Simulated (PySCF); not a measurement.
C4H10Si2, SMILES C(CC([SiH3])[SiH3])#C.

Coordinates come from a TPSSh-D3(BJ)/def2-SVP optimisation. This is a generated structure with no PubChem entry under its InChIKey; it may be hypothetical. The values are those of a single conformer.

Two levels are set side by side: TDA-PBE/def2-SVPD (PySCF) and TDA-PBE0/def2-SVPD (PySCF). Vertical, same geometry. The lowest singlet is HOMO→LUMO 99 % with PBE and HOMO→LUMO 40 %, HOMO→LUMO+5 17 %, HOMO→LUMO+1 16 %, HOMO−1→LUMO+2 8 % with the other functional; states are paired by order. Differences are taken from unrounded values.

```json
[
 {"quantity": "lowest singlet excitation (eV)", "TDA-PBE0": "6.43", "TDA-PBE": "5.95", "TDA-PBE minus TDA-PBE0": "-0.48"},
 {"quantity": "lowest triplet excitation (TDA) (eV)", "TDA-PBE0": "5.19", "TDA-PBE": "5.23", "TDA-PBE minus TDA-PBE0": "0.04"}
]
```

A lower first singlet is the usual sign of a functional without exact exchange. Differences between two approximate levels are no errors against the true value.

Rough cost on one machine, each run with all the roots and properties that it gave: TDA-PBE0 against TDA-PBE about 3 times.
